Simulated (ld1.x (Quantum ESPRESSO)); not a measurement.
An all-electron radial function and its pseudo partner (beryllium)

Columns: radius, all-electron u(r) and pseudo u(r) of the 2s shell (level -13.65 eV) of beryllium in the configuration [He] 2s1 2p0; LDA (PZ), non-relativistic, TM scheme, ld1.x (Quantum ESPRESSO) 7.5.

```json
{"r (bohr)": "0.120", "all-electron": "0.2509", "pseudo": "-0.0408"}
{"r (bohr)": "0.240", "all-electron": "0.2916", "pseudo": "-0.0825"}
{"r (bohr)": "0.360", "all-electron": "0.2288", "pseudo": "-0.1259"}
{"r (bohr)": "0.480", "all-electron": "0.1188", "pseudo": "-0.1720"}
{"r (bohr)": "0.600", "all-electron": "-0.0078", "pseudo": "-0.2215"}
{"r (bohr)": "0.720", "all-electron": "-0.1343", "pseudo": "-0.2750"}
{"r (bohr)": "0.840", "all-electron": "-0.2517", "pseudo": "-0.3323"}
{"r (bohr)": "0.960", "all-electron": "-0.3557", "pseudo": "-0.3927"}
{"r (bohr)": "1.080", "all-electron": "-0.4446", "pseudo": "-0.4542"}
{"r (bohr)": "1.200", "all-electron": "-0.5180", "pseudo": "-0.5140"}
{"r (bohr)": "1.320", "all-electron": "-0.5765", "pseudo": "-0.5686"}
{"r (bohr)": "1.440", "all-electron": "-0.6212", "pseudo": "-0.6146"}
{"r (bohr)": "1.560", "all-electron": "-0.6532", "pseudo": "-0.6495"}
{"r (bohr)": "1.680", "all-electron": "-0.6738", "pseudo": "-0.6725"}
{"r (bohr)": "1.800", "all-electron": "-0.6845", "pseudo": "-0.6842"}
{"r (bohr)": "1.920", "all-electron": "-0.6865", "pseudo": "-0.6865"}
{"r (bohr)": "2.040", "all-electron": "-0.6813", "pseudo": "-0.6813"}
{"r (bohr)": "2.160", "all-electron": "-0.6699", "pseudo": "-0.6699"}
{"r (bohr)": "2.280", "all-electron": "-0.6536", "pseudo": "-0.6536"}
{"r (bohr)": "2.400", "all-electron": "-0.6334", "pseudo": "-0.6334"}
{"r (bohr)": "2.520", "all-electron": "-0.6101", "pseudo": "-0.6101"}
{"r (bohr)": "2.640", "all-electron": "-0.5845", "pseudo": "-0.5845"}
{"r (bohr)": "2.760", "all-electron": "-0.5573", "pseudo": "-0.5573"}
{"r (bohr)": "2.880", "all-electron": "-0.5291", "pseudo": "-0.5291"}
{"r (bohr)": "3.000", "all-electron": "-0.5003", "pseudo": "-0.5003"}
{"r (bohr)": "3.120", "all-electron": "-0.4715", "pseudo": "-0.4715"}
```

Question: How many radial nodes do the two functions have?

Answer: The all-electron 2s function has n − l − 1 = 1; the pseudo-wave has 0, since the states of the same l below it are removed with the core.

Question: At about which radius was the pseudo-wave matched?

Answer: 2.05 bohr. The columns agree to 0.0005 from 1.80 bohr on; several derivatives are matched, so the curves merge somewhat inside the radius.

Question: Where does each function peak?

Answer: Outermost all-electron maximum near 1.92 bohr, pseudo maximum near 1.92 bohr (to the table’s step).

Question: Is the pseudo-wave norm-conserving?

Answer: Yes: the TM scheme keeps the norm inside the radius equal to the all-electron one, which fixes the energy derivative of the logarithmic derivative at the level.
